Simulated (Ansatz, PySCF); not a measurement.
Reaction (SMILES): O=[Si] + 3 [H][H] (H2) -> O (H2O) + [SiH4] (SiH4)
Geometries: B3LYP-D3(BJ)/def2-TZVP minima from Ansatz (a first-principles code).

Property: energy of full hydrogenation (enthalpy at 298 K, with B3LYP-D3(BJ) rigid-rotor harmonic-oscillator terms from PySCF), in eV. Cores are frozen in the correlated levels unless marked. No spin-orbit coupling. Non-relativistic. CBS marks a two-point X^-3 extrapolation of the correlation energy; Hartree-Fock from the larger set.

```csv
level,program,energy of full hydrogenation (eV)
SVWN5/def2-TZVPD,Ansatz,-1.79
BLYP-D4/def2-TZVPD,Ansatz + dftd4,-0.81
TPSS-D3(BJ)/def2-TZVPD,PySCF + dftd3,-1.23
M06-L/def2-TZVPD,PySCF,-1.84
TPSSh-D4/def2-TZVPD,PySCF + dftd4,-1.37
r2SCANh-D4/def2-TZVPD,Ansatz + dftd4,-1.48
wB97X/def2-TZVPD,Ansatz,-1.62
```

Task: What does CCSD(T)/CBS(def2-TZVPPD,def2-QZVPPD) (Ansatz) give?

Result: -1.31 eV
